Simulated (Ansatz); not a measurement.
Basis-set extrapolation for FH$_{3}$S$_{3}$Si, SMILES `F[Si](S)(S)S` (PBE0-D4/def2-TZVP geometry, frozen core, the Gaussian-basis code of Ansatz). Multiplicity 1, RHF reference.

|  | def2-TZVPP | def2-QZVPP |
| --- | --- | --- |
| HF | -1582.978027 | -1583.025511 |
| MP2 correlation | -0.896340 | -0.979100 |
| CCSD(T) correlation | -0.991388 | not run |

Energies in hartree. Use E(X) = E(∞) + A·exp(−7.88·√X) for Hartree–Fock and E(X) = E(∞) + B·X^(−2.97) for correlation, with X = 3 and 4, and add CCSD(T) minus MP2 of the smaller set to the MP2 limit.

Q: What is the CCSD(T) energy at the basis-set limit?

A: HF limit: -1583.025511 + (-0.047484) × 0.13774 = -1583.03205. MP2 limit: -0.979100 + (-0.082760) × 0.74074 = -1.04040. Higher-order term: -0.991388 − (-0.896340) = -0.09505. Total: -1584.16750 hartree, 5.39 eV below CCSD(T)/def2-TZVPP.
